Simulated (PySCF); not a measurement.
## Silver: highly charged ions in a basis for the neutral atom

Ag¹⁴⁺ [Ar] 3d10 4s2 4p3, Ag¹⁵⁺ [Ar] 3d10 4s2 4p2. Calculation: PySCF 2.14, in cc-pVDZ-PP with ECP28MDF (4s4p3d1f, 38 functions); a scalar-relativistic core potential. No spin-orbit coupling, so a gap to NIST mixes the basis error with missing relativistic terms.

Changed run: basis of the neutral atom used for a highly charged ion. This setting is unsound on purpose.

```json
{"species": "Ag¹⁴⁺", "method": "UHF", "sound run (hartree)": "not run", "changed run (hartree)": "-76.80812", "converged": "yes"}
{"species": "Ag¹⁴⁺", "method": "r2SCAN", "sound run (hartree)": "not run", "changed run (hartree)": "-77.05659", "converged": "yes"}
{"species": "Ag¹⁴⁺", "method": "MN15", "sound run (hartree)": "not run", "changed run (hartree)": "-76.86500", "converged": "yes"}
{"species": "Ag¹⁵⁺", "method": "UHF", "sound run (hartree)": "not run", "changed run (hartree)": "-63.81259", "converged": "yes"}
{"species": "Ag¹⁵⁺", "method": "r2SCAN", "sound run (hartree)": "not run", "changed run (hartree)": "-64.01412", "converged": "yes"}
{"species": "Ag¹⁵⁺", "method": "MN15", "sound run (hartree)": "not run", "changed run (hartree)": "-63.91737", "converged": "yes"}
```

Ionisation energy of Ag¹⁴⁺:

```tsv
method	changed run (eV)	NIST (eV)
UHF	353.63	347 ± 3
r2SCAN	354.90	347 ± 3
MN15	352.32	347 ± 3
```

The contracted functions were made for the neutral atom and can be too rigid for a highly charged ion.
